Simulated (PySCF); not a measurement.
Excitations are Tamm–Dancoff values on a coarser integration grid. The basis has no diffuse functions, so Rydberg states are missing or too high.

Cartesian coordinates (Å):
SMILES: CO[Si](OC)(OC)OC
```xyz
21

C      0.5971     2.0400    -1.6936
O     -0.3444     1.1101    -1.1846
Si     0.0002    -0.0001    -0.0001
O     -1.2809    -1.0541     0.0461
C     -1.8870    -1.6115    -1.1081
O      1.4656    -0.6720    -0.3947
C      2.2185    -1.4945     0.4811
O      0.1606     0.6156     1.5327
C     -0.9287     1.0660     2.3207
H      0.8333     2.8337    -0.9495
H      0.1637     2.5273    -2.5908
H      1.5492     1.5444    -1.9835
H     -2.1395    -0.8302    -1.8579
H     -1.2246    -2.3598    -1.5986
H     -2.8213    -2.1259    -0.8038
H      2.3374    -1.0275     1.4831
H      1.7421    -2.4912     0.6188
H      3.2246    -1.6516     0.0415
H     -1.7468     0.3141     2.3593
H     -0.5667     1.2493     3.3530
H     -1.3524     2.0180     1.9290
```
Charge 0, spin multiplicity 1.

Q: Give the HOMO–LUMO gap, T1 excitation (TDA) and HOMO at the level PBE-D3(BJ)/def2-TZVP // PBE-D3(BJ)/def2-SVP (PySCF 2.14.0).

A: 
```
Item                    Value
-------------------  --------
HOMO–LUMO gap         6.57 eV
T1 excitation (TDA)   6.47 eV
HOMO                 -6.50 eV
```
